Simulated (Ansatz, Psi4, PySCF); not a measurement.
HN2 (SMILES N#[NH+]), charge +1, singlet, at a GFN2-xTB geometry. Base run: MP2/cc-pVDZ (PySCF).

The PySCF input:
```python
from pyscf import gto, scf, mp

mol = gto.Mole()
mol.atom = '''
    N    -0.00000000   -0.00000000   -0.43539476
    N     0.00000000    0.00000000    0.64482984
    H    -0.00000000   -0.00000000   -1.46604558
'''
mol.basis = 'cc-pvdz'
mol.charge = 1
mol.verbose = 4
mol.build()

mf = scf.RHF(mol)
mf.kernel()

pt = mp.MP2(mf)
pt.kernel()
print('E(MP2) = %.10f' % pt.e_tot)
```

The same geometry, method and basis name were run in Ansatz (a quantum-chemistry and plane-wave program) and Psi4 and PySCF, at each program's defaults and at the settings that a row names. The base is PySCF at its defaults. Differences at the defaults can come from grids, fitting, cores and function types together.

```tsv
code and settings	ΔE vs base (µEh)	basis functions	E (Eh)	SCF cycles
PySCF, defaults (exact integrals, spherical functions, all electrons correlated)	0.0	33	-109.46155	9
Psi4, defaults (density fitting with its default set, spherical functions, all electrons correlated)	[?]	33	[?]	10
Ansatz, defaults (factorised integrals, spherical functions, frozen core)	4602	33	-109.45695	-
PySCF, frozen core	4601	33	-109.45695	9
Psi4, exact integrals, spherical functions, frozen core	4601	33	-109.45695	10
Ansatz, high accuracy, frozen core	4601	33	-109.45695	-
```

**Question.** What belongs in the gaps?

**Answer.** 
- Psi4, defaults (density fitting with its default set, spherical functions, all electrons correlated), ΔE vs base (µEh): 217
- Psi4, defaults (density fitting with its default set, spherical functions, all electrons correlated), E (Eh): -109.46133
